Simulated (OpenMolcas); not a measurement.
**Re6+ in a point-charge field**

Re6+ among 6 point charges of -1.1 e arranged as an octahedron (Oh), 1.95 Å from the ion.
```
   1.9500    0.0000    0.0000  -1.10
   0.0000    1.9500    0.0000  -1.10
  -1.9500    0.0000    0.0000  -1.10
   0.0000   -1.9500    0.0000  -1.10
   0.0000    0.0000    1.9500  -1.10
   0.0000    0.0000   -1.9500  -1.10
```

```
Program             : OpenMolcas
Method              : SS-CASPT2, IPEA 0.25 Eh, imaginary shift 0.1 Eh (closed shells correlated: 5s 5p)
Basis               : ANO-RCC-VDZP [7s6p4d2f1g]
Scalar Hamiltonian  : DKH2, point nucleus
Active space        : 1 electron in 5 orbitals (5d)
State averaging     : 2S+1 = 2 even, 5 roots
Spin-orbit coupling : RASSI with atomic mean-field integrals over the reference wave functions
```

The lowest spin-free states (labels of O, the rotations of Oh), above the lowest:

| State | Degeneracy | E (cm-1) | Free-ion L (%) |
| --- | --- | --- | --- |
| 2T2 | 3 | 0 | D (100) |
| 2E | 2 | 6100 | D (100) |

The lowest levels with spin-orbit coupling:

| E (cm-1) | Degeneracy | Label | 2S+1 | g |
| --- | --- | --- | --- | --- |
| 0 | 4 | Γ8 | 2 |  |
| 10390 | 2 | Γ7 | 2 | 2.00 2.00 2.00 |
| 14790 | 4 | Γ8 | 2 |  |

Powder χT (cm3 K/mol): 0.245 at 2 K, 0.245 at 10 K, 0.246 at 50 K, 0.247 at 100 K, 0.249 at 200 K, 0.251 at 300 K. The effective moment at 300 K is 2.828 √(χT) = 1.42 μB.

The lowest level has 2S+1 = 2, for which the spin-only value is χT = S(S+1) / 2 = 0.375 cm3 K/mol (g = 2). The computed 0.251 at 300 K differs by -0.124, through orbital momentum, spin-orbit coupling and any other state in reach. With a threefold ground state the orbital momentum is unquenched, so the spin-only value is not expected to hold.

The gap between the two states is 10Dq = 6097 cm-1.

Roots that are degenerate in the reference are averaged as groups; the widest CASPT2 spread within a group is 45 cm-1 (the 3-fold group of multiplicity 2 near 0 cm-1 above the lowest state of its run). Shifts and gaps below about the spread of the groups concerned are not significant. An orbital triplet at a regular site is open to Jahn-Teller coupling, which can distort the site and quench the lowest spin-orbit gaps and is left out. This field is weak: 10Dq is about 6097 cm-1, while octahedral complexes of 5d ions of charge 3 and more, computed by the same method with explicit ligands, had a median near 35000 cm-1. Ground spin and moment need not be those of a real site. Free-ion shares, where given, are those of the reference states; single-state CASPT2 does not remix them. Point charges carry no covalency, so the field is a model and not that of real ligands. No measured value stands beside these numbers.

The CASPT2 steps took 0.57 s on 1 thread of Arm Neoverse V2 (shared host); the integral step is not counted.
